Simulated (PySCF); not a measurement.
Telling isomers of C₆H₈N₂ apart by NMR

[PySCF 2.14: NMR shieldings at PBE0/pcSseg-1/GIAO; geometry: GFN2-xTB; rapidly exchanging positions averaged; no relativistic terms; in vacuum; one conformer]

Referencing at the same level of theory: TMS for 1H, 13C. Where no couplings were computed, multiplicities follow the n + 1 count of equivalent neighbours, and m marks all less simple cases (inequivalent or close neighbours, rings, F or P nearby). Shifts are as computed. Against solution values, carbons near 30 ppm lie about +3 ppm off and those near 130 ppm about +5 ppm. Of 1211 compounds with measured shifts, 218 miss one by over three times the rms of a fit or turn the order of signals round; such compounds aren't used in these exercises. OH and NH positions are gas-phase values without hydrogen bonding to other molecules.

(1) Tabulate the signals of `CNc1ccncc1`, `C=C/C=N\N=C\C=C`, `c1cn(C2CC2)cn1` and their relative energies.

(2) What is the quickest way to tell CNc1ccncc1 from c1cn(C2CC2)cn1?

(3) What is the quickest way to tell C=C/C=N\N=C\C=C from c1cn(C2CC2)cn1?

(4) What is the quickest way to tell CNc1ccncc1 from C=C/C=N\N=C\C=C?

Results:

(1) 
```tsv
SMILES	carbon types	δC	δH	E rel. (kcal/mol)
CNc1ccncc1	1×C 4×CH 1×CH3	158.0, 156.0, 109.9, 30.8	8.58 (d, 2H), 6.36 (d, 2H), 3.35 (br s, 1H), 2.98 (s, 3H)	0.0
C=C/C=N\N=C\C=C	4×CH 2×CH2	145.4, 134.4, 128.8, 128.4, 125.3, 124.8	6.77 (m, 1H), 6.77 (m, 1H), 6.62 (d, 1H), 6.41 (m, 1H), 5.75 (m, 1H), 5.72 (m, 1H), 5.70 (m, 1H), 5.68 (m, 1H)	68.6
c1cn(C2CC2)cn1	4×CH 2×CH2	140.9, 135.4, 123.8, 28.0, 9.1	7.41 (m, 1H), 7.18 (m, 1H), 6.93 (m, 1H), 3.33 (m, 1H), 0.93 (m, 2H), 0.91 (m, 2H)	20.0
```

Energies are electronic energies at PBE0/pcSseg-1 on these geometries, without zero-point or thermal terms, each for the one conformer computed, which needn't be the lowest.

(2) Count the carbon signals: 4 against 5. The first has an aromatic carbon bearing nitrogen (C) at 158.0 ppm, the second a three-membered-ring carbon (CH) at 28.0 ppm. Their most deshielded carbons lie at 158.0 and 140.9 ppm. In the proton spectra the most deshielded non-exchanging signals are 8.58 (d, 2H) and 7.41 (m, 1H).

(3) Count the carbon signals: 6 against 5. The first has a terminal =CH2 carbon at 128.8 ppm, the second a three-membered-ring carbon (CH) at 28.0 ppm. Their most deshielded carbons lie at 145.4 and 140.9 ppm. In the proton spectra the most deshielded non-exchanging signals are 6.77 (m, 1H) and 7.41 (m, 1H).

(4) Count the carbon signals: 4 against 6. The first has an aromatic carbon bearing nitrogen (C) at 158.0 ppm, the second a terminal =CH2 carbon at 128.8 ppm. Their most deshielded carbons lie at 158.0 and 145.4 ppm. In the proton spectra the most deshielded non-exchanging signals are 8.58 (d, 2H) and 6.77 (m, 1H).
